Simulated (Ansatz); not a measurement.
A nudged elastic band was laid between two geometries of C$_{2}$H$_{3}$BFO (8 atoms, charge 1, multiplicity 1).

These are results of RKS B3LYP/def2-SVP (Ansatz 0.2.0), not measurements.

```
movable images  : 7
climbing image  : yes
spring          : 5.0 eV/Å²
optimiser       : quadratic models (default)
start path      : IDPP
force threshold : 0.2 eV/Å
iteration limit : 60
end points      : relaxed
```

Initial state:

```xyz
8
Properties=species:S:1:pos:R:3
C -0.548 2.049 0.077
C -0.027 0.968 0.131
O 0.564 -0.251 0.195
B -0.051 -1.541 -0.248
F 0.748 -2.520 -0.063
H -1.016 3.021 0.027
H 1.480 -0.259 0.570
H -1.150 -1.468 -0.688
```

Final state:

```xyz
8
Properties=species:S:1:pos:R:3
C -0.513 2.045 0.090
C 0.003 0.962 0.142
O 0.582 -0.266 0.199
B -0.037 -1.557 -0.244
F -1.213 -1.414 -0.705
H -0.975 3.020 0.044
H 1.495 -0.280 0.572
H 0.658 -2.510 -0.099
```

Task: Which bonds break or form, and what moves?

Result: No bond is made or broken. The dihedral C2–O3–B4–F5 goes from -180 to 0°.

Task: What energy profile does the band end with?

Result: The run converged. The highest image is number 4 of 0 to 8, 0.41 eV above the first end and 0.40 eV above the last; the last end lies 0.01 eV above the first. The threshold of 0.2 eV/Å is loose, so the images may lie well off the minimum-energy path. Another band between the same ends (7 images) ends at a top of the same energy, where a vibrational analysis finds 1 clearly imaginary mode. Limits of this set-up: the dipole of an ion depends on the origin.

```tsv
image	path coordinate (Å)	energy (eV)	dihedral C2–O3–B4–F5 (°)
0	0.00	0.00	-180
1	0.56	0.05	-153
2	1.11	0.18	-128
3	1.67	0.33	-104
4	2.23	0.41	-84
5	2.76	0.33	-72
6	3.29	0.19	-49
7	3.82	0.06	-24
8	4.36	0.01	0
```

Task: What is the geometry of the highest image?

Result: 
```xyz
8
Properties=species:S:1:pos:R:3
C -0.408 1.910 0.720
C 0.075 0.940 0.199
O 0.598 -0.150 -0.409
B -0.169 -1.503 -0.371
F 0.051 -2.156 0.694
H -0.839 2.778 1.195
H 1.534 -0.069 -0.709
H -0.841 -1.749 -1.320
```

The band took 5 iterations and about 120 core-seconds.

Time of the run: 120 s on 1 thread of Arm Neoverse V1 (shared host), peak memory 0.16 GiB.
